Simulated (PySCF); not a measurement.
This PySCF input asks for the NMR shieldings of SMILES B1C=CBC(C2CC2)=C1, C$_{7}$H$_{10}$B$_{2}$; the geometry comes from GFN2-xTB.

```python
import basis_set_exchange as bse
import numpy as np
from pyscf import gto, dft
from pyscf.prop import nmr

atoms = """
B     2.363537    0.554924   -1.069272
C     2.907282   -0.179835    0.191977
C     2.060967   -0.706442    1.097522
B     0.563840   -0.320888    1.041759
C    -0.030188    0.183918   -0.312777
C    -1.478292    0.215052   -0.588036
C    -2.384796   -0.843823   -0.008285
C    -2.476444    0.554327    0.494920
C     0.838180    0.704278   -1.217216
H     3.087999    0.868840   -1.936991
H     3.974893   -0.338226    0.322037
H     2.465240   -1.274919    1.931269
H    -0.043710   -0.252682    2.042931
H    -1.734111    0.569128   -1.582289
H    -1.932692   -1.585765    0.632403
H    -3.180004   -1.225812   -0.630494
H    -3.329973    1.152385    0.212641
H    -2.098318    0.772207    1.480583
H     0.416786    1.162581   -2.110144
"""
names = dict.fromkeys(["B", "C", "H"], "pcSseg-1")
basis = {el: gto.basis.parse(bse.get_basis(n, elements=[el], fmt="nwchem")) for el, n in names.items()}
mol = gto.M(atom=atoms, basis=basis, charge=0, verbose=0)
mf = dft.RKS(mol, xc="PBE0")
mf.grids.level = 2
mf.grids.alignment = dft.numint.BLKSIZE   # the property module wants whole blocks of grid points
mf.conv_tol = 1e-9
mf.kernel()

calc = nmr.RKS(mf)   # GIAO
C = mf.mo_coeff
Co = C[:, mf.mo_occ > 0]
resp = mf.gen_response(singlet=True, hermi=2)
def vind(x):   # induced exchange potential for any number of trial vectors
    d = np.einsum("pi,xij,qj->xpq", C, 2 * x.reshape(-1, C.shape[1], Co.shape[1]), Co, optimize=True)
    return np.einsum("xpq,pi,qj->xij", resp(d - d.transpose(0, 2, 1)), C, Co, optimize=True).ravel()
mo1, _ = nmr.rhf.solve_mo1(calc, with_cphf=vind)
sigma = calc.kernel(mo1)
for i, s in enumerate(sigma):   # ppm
    print("%2d %-2s %9.2f" % (i, mol.atom_pure_symbol(i), np.trace(s) / 3))
```

**Question.** What does it print?

**Answer.** 
```
 0 B      42.46
 1 C      20.15
 2 C      14.14
 3 B      32.96
 4 C      -9.70
 5 C     159.18
 6 C     178.54
 7 C     174.56
 8 C      31.95
 9 H      25.58
10 H      24.27
11 H      24.00
12 H      25.29
13 H      30.12
14 H      31.15
15 H      30.76
16 H      30.73
17 H      30.77
18 H      24.51
```

These numbers come from an equivalent density-fitted implementation of the same equations, which agrees with the script to about 0.01 ppm for H and up to a few tenths of a ppm for heavy atoms, so last digits may differ.

Size and cost of the density-fitted run: 203 basis functions, 74 s wall time on 1 thread of an Arm Neoverse N1, shared host; peak memory 0.89 GiB.
